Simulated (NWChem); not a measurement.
All runs are NWChem calculations. System: BCl₂F, charge 0, spin multiplicity 1, at a geometry optimised with B3LYP/def2-SVP. The structure started from a generated list of species. Level: EOM-CCSD/6-31+G* (spherical d), 12 core orbitals frozen.

The NWChem input:

```
start mol
memory heap 100 mb stack 700 mb global 1900 mb
geometry units angstroms nocenter noautoz
  B      0.000000     0.000000     0.357490
  F      0.000000     0.000000     1.671380
  Cl     1.530177     0.000000    -0.494996
  Cl    -1.530177     0.000000    -0.494996
  symmetry group C2v
end
basis spherical
  * library 6-31+g*
end
scf
  rhf
  nopen 0
  maxiter 100
  thresh 1e-7
  semidirect memsize 60000000 filesize 0
end
tce
  freeze core 12
  ccsd
  nroots 1
  2eorb
  2emet 13
  thresh 1e-5
  maxiter 200
  tilesize 24
  dipole
end
task tce energy
```

Output (cleaned and shortened):

```
             Northwest Computational Chemistry Package (NWChem) 7.3.0
             --------------------------------------------------------

                                NWChem Input Module
                                -------------------

 Scaling coordinates for geometry "geometry" by  1.889725989
 (inverse scale =  0.529177249)

 Turning off AUTOSYM since
 SYMMETRY directive was detected!

                             Geometry "geometry" -> ""
                             -------------------------

 Output coordinates in angstroms (scale by  1.889725989 to convert to a.u.)

  No.       Tag          Charge          X              Y              Z
 ---- ---------------- ---------- -------------- -------------- --------------
    1 B                    5.0000     0.00000000     0.00000000     0.35749000
    2 F                    9.0000     0.00000000     0.00000000     1.67138000
    3 Cl                  17.0000     1.53017700     0.00000000    -0.49499600
    4 Cl                  17.0000    -1.53017700     0.00000000    -0.49499600

 Effective nuclear repulsion energy (a.u.)     180.5066360096

            Nuclear Dipole moment (a.u.)
            ----------------------------
        X                 Y               Z
 ---------------- ---------------- ----------------
     0.0000000000     0.0000000000     0.0000113384

      Symmetry information
      --------------------

 Group name             C2v
 Group number             16
 Group order               4
 No. of unique centers     3

      Symmetry unique atoms

     1    2    3


 Summary of "ao basis" -> "" (spherical)
 ------------------------------------------------------------------------------
       Tag                 Description            Shells   Functions and Types
 ---------------- ------------------------------  ------  ---------------------
 *                          6-31+g*                   on all atoms

 Summary of "ao basis" -> "ao basis" (spherical)
 ------------------------------------------------------------------------------
       Tag                 Description            Shells   Functions and Types
 ---------------- ------------------------------  ------  ---------------------
 B                          6-31+g*                  8       18   4s3p1d
 F                          6-31+g*                  8       18   4s3p1d
 Cl                         6-31+g*                 10       22   5s4p1d

                                 NWChem SCF Module
                                 -----------------

  ao basis        = "ao basis"
  functions       =    80
  atoms           =     4
  closed shells   =    24
  open shells     =     0
  charge          =   0.00
  wavefunction    = RHF
  use symmetry    = T
  symmetry adapt  = T

 Summary of "ao basis" -> "ao basis" (spherical)
 ------------------------------------------------------------------------------
       Tag                 Description            Shells   Functions and Types
 ---------------- ------------------------------  ------  ---------------------
 B                          6-31+g*                  8       18   4s3p1d
 F                          6-31+g*                  8       18   4s3p1d
 Cl                         6-31+g*                 10       22   5s4p1d

      Symmetry analysis of basis
      --------------------------

        a1         34
        a2          8
        b1         24
        b2         14

 Forming initial guess at       0.0s

      Superposition of Atomic Density Guess
[...]
   0.0691033562693   0.3112956361121    8.47079     0.3     0.3

 Iteration  17 using   17 trial vectors
   0.0363657653619   0.3072700394883    8.36125     0.3     0.3

 Iteration  18 using   18 trial vectors
   0.0176052750347   0.3063770063061    8.33695     0.4     0.4

 Iteration  19 using   19 trial vectors
   0.0097863482472   0.3061767337903    8.33150     0.3     0.3

 Iteration  20 using   20 trial vectors
   0.0053050999227   0.3060779017284    8.32881     0.3     0.3

 Iteration  21 using   21 trial vectors
   0.0030302208480   0.3060619547096    8.32837     0.4     0.4

 Iteration  22 using   22 trial vectors
   0.0016573356981   0.3060573139959    8.32825     0.4     0.4

 Iteration  23 using   23 trial vectors
   0.0009520815694   0.3060534964478    8.32814     0.4     0.4

 Iteration  24 using   24 trial vectors
   0.0005139177289   0.3060522175424    8.32811     0.4     0.4

 Iteration  25 using   25 trial vectors
   0.0002287928325   0.3060523530095    8.32811     0.4     0.4

 Iteration  26 using   26 trial vectors
   0.0000985137790   0.3060526386034    8.32812     0.3     0.3

 Iteration  27 using   27 trial vectors
   0.0000541980339   0.3060523727569    8.32811     0.4     0.4

 Iteration  28 using   28 trial vectors
   0.0000309629483   0.3060524224623    8.32811     0.4     0.4

 Iteration  29 using   29 trial vectors
   0.0000148639892   0.3060524277283    8.32811     0.4     0.4

 Iteration  30 using   30 trial vectors
   0.0000067599499   0.3060523668799    8.32811     0.4     0.4
 --------------------------------------------------------------
 Iterations converged
 ------------------

 Excited state root  1
 Excitation energy / hartree =        0.306052366879871
                   / eV      =        8.328112182510683
 largest EOMCCSD amplitudes: R1 and R2

 Singles contributions
    26b2  (alpha) ---    22a1  (alpha)       -0.4291439775
    29b2  (alpha) ---    22a1  (alpha)       -0.8076727487
    34b2  (alpha) ---    22a1  (alpha)        0.1537235461

 Doubles contributions

 No. of initial left vectors    1

 EOM-CCSD left-hand side iterations
 --------------------------------------------------------------
      Residuum       Omega / hartree  Omega / eV    Cpu    Wall
 --------------------------------------------------------------

 Iteration   1 using    1 trial vectors
   0.4757996475374   0.4779946121747   13.00690     0.7     0.7

 Iteration   2 using    2 trial vectors
   0.0817988649280   0.3925618463959   10.68216     0.7     0.7

 Iteration   3 using    3 trial vectors
   0.0613022767758   0.3855489954465   10.49133     0.7     0.7

 Iteration   4 using    4 trial vectors
   0.0642681817441   0.3771869970215   10.26378     0.7     0.7

 Iteration   5 using    5 trial vectors
   0.0557197223266   0.3697753989868   10.06210     0.7     0.7

 Iteration   6 using    6 trial vectors
   0.0717585575163   0.3657348442026    9.95216     0.7     0.7

 Iteration   7 using    7 trial vectors
   0.0476322668404   0.3598800795177    9.79284     0.7     0.7

 Iteration   8 using    8 trial vectors
   0.0242632288028   0.3566876337278    9.70597     0.7     0.7

 Iteration   9 using    9 trial vectors
   0.0147000969134   0.3573076601991    9.72284     0.7     0.7

 Iteration  10 using   10 trial vectors
   0.0107830940097   0.3566247604160    9.70426     0.7     0.7

 Iteration  11 using   11 trial vectors
   0.0072282393449   0.3565223318348    9.70147     0.7     0.7

 Iteration  12 using   12 trial vectors
   0.0067782235460   0.3565992794176    9.70356     0.7     0.7

 Iteration  13 using   13 trial vectors
   0.0160339637403   0.3563505228907    9.69680     0.7     0.7

 Iteration  14 using   14 trial vectors
   0.1445730187488   0.3435927116612    9.34964     0.7     0.7

 Iteration  15 using   15 trial vectors
   0.1135730399405   0.3218227630362    8.75725     0.8     0.8

 Iteration  16 using   16 trial vectors
   0.0722897980864   0.3117444576235    8.48300     0.8     0.8

 Iteration  17 using   17 trial vectors
   0.0381575147190   0.3072844072932    8.36164     0.8     0.8

 Iteration  18 using   18 trial vectors
   0.0185428299729   0.3063792363558    8.33701     0.8     0.8

 Iteration  19 using   19 trial vectors
   0.0103622891194   0.3062136993084    8.33250     0.8     0.8

 Iteration  20 using   20 trial vectors
   0.0055263261101   0.3060708718055    8.32862     0.8     0.8

 Iteration  21 using   21 trial vectors
   0.0031653318207   0.3060628132815    8.32840     0.8     0.8

 Iteration  22 using   22 trial vectors
   0.0017440487398   0.3060602052440    8.32833     0.8     0.8

 Iteration  23 using   23 trial vectors
   0.0009904054740   0.3060509169775    8.32807     0.8     0.8

 Iteration  24 using   24 trial vectors
   0.0005266657796   0.3060529582166    8.32813     0.8     0.8

 Iteration  25 using   25 trial vectors
   0.0002344056381   0.3060524025346    8.32811     0.8     0.8

 Iteration  26 using   26 trial vectors
   0.0001015045499   0.3060525365459    8.32812     0.9     0.9

 Iteration  27 using   27 trial vectors
   0.0000546994099   0.3060523622000    8.32811     0.9     0.9

 Iteration  28 using   28 trial vectors
   0.0000311687787   0.3060523524803    8.32811     0.9     0.9

 Iteration  29 using   29 trial vectors
   0.0000153399058   0.3060524591130    8.32811     0.9     0.9

 Iteration  30 using   30 trial vectors
   0.0000070176680   0.3060523666363    8.32811     1.0     1.0
 --------------------------------------------------------------
 Iterations converged

 Excited state root  1
 Excitation energy / hartree =        0.306052366879871
                   / eV      =        8.328112182510683

 EOM-CCSD transition moments / hartree
 --------------------------------------------
 X    0.0000000 Y    0.0922884 Z    0.0000000
 Oscillator Strength                0.0017378
 --------------------------------------------

 EOM-CCSD dipole moments / hartree & Debye
 ------------------------------------
   X        -0.0000000     -0.0000000
   Y         0.0000000      0.0000000
   Z         0.9214643      2.3421463
 Total       0.9214643      2.3421463
 ------------------------------------

 Singles contributions
    26b2  (alpha) ---    22a1  (alpha)       -0.4291439775
    29b2  (alpha) ---    22a1  (alpha)       -0.8076727487
    34b2  (alpha) ---    22a1  (alpha)        0.1537235461

 Doubles contributions

 Task  times  cpu:      149.3s     wall:      149.3s

 Total times  cpu:      149.4s     wall:      149.4s
```
